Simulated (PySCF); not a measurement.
C6H5, SMILES [c]1ccccc1 (connectivity only; charge and spin as stated), charge +1, multiplicity 1.

The structure is a stationary point at B3LYP-D3(BJ)/def2-SVP. The multiplicity is an assumed one; no other spin state was optimised. The isomer is the one that the SMILES or the coordinates give; other isomers of the formula were not compared.

Method: TDA-ωB97X/def2-SVPD (PySCF).

Vertical excitations. Gas-phase values at a fixed geometry. State labels are in the subgroup C2v.

Computed lowest excited states:
```
state  symmetry  energy (eV)  λ (nm)      f                                                               main pairs
-----  --------  -----------  ------  -----  -----------------------------------------------------------------------
S1           A2         2.43     510  0.000                                                          HOMO→LUMO 100 %
S2           B1         2.63     471  0.001                                                         HOMO−1→LUMO 94 %
S3           B2         5.82     213  0.003                                     HOMO−1→LUMO+1 60 %, HOMO→LUMO+2 32 %
S4           B2         6.12     203  0.002                                       HOMO−2→LUMO 79 %, HOMO→LUMO+2 14 %
S5           B1         6.43     193  0.002                                                         HOMO−4→LUMO 94 %
S6           A1         6.63     187  0.040                                       HOMO→LUMO+1 52 %, HOMO−3→LUMO 43 %
S7           A1         6.77     183  0.015                   HOMO−1→LUMO+2 48 %, HOMO−3→LUMO 24 %, HOMO→LUMO+1 23 %
S8           B2         7.13     174  0.095  HOMO−5→LUMO 52 %, HOMO→LUMO+2 21 %, HOMO−1→LUMO+1 16 %, HOMO−2→LUMO 9 %
S9           A1         8.10     153  0.230  HOMO−1→LUMO+2 38 %, HOMO−6→LUMO 28 %, HOMO−3→LUMO 19 %, HOMO→LUMO+1 9 %
S10          B1         8.27     150  0.006                                                       HOMO−2→LUMO+1 98 %
T1           B1         2.16     573      0                                                         HOMO−1→LUMO 90 %
T2           A2         2.27     546      0                                                          HOMO→LUMO 100 %
T3           A1         4.17     298      0                                     HOMO→LUMO+1 81 %, HOMO−1→LUMO+2 15 %
T4           B2         4.87     254      0                                                       HOMO−1→LUMO+1 89 %
```
Triplets are in the Tamm–Dancoff approximation.
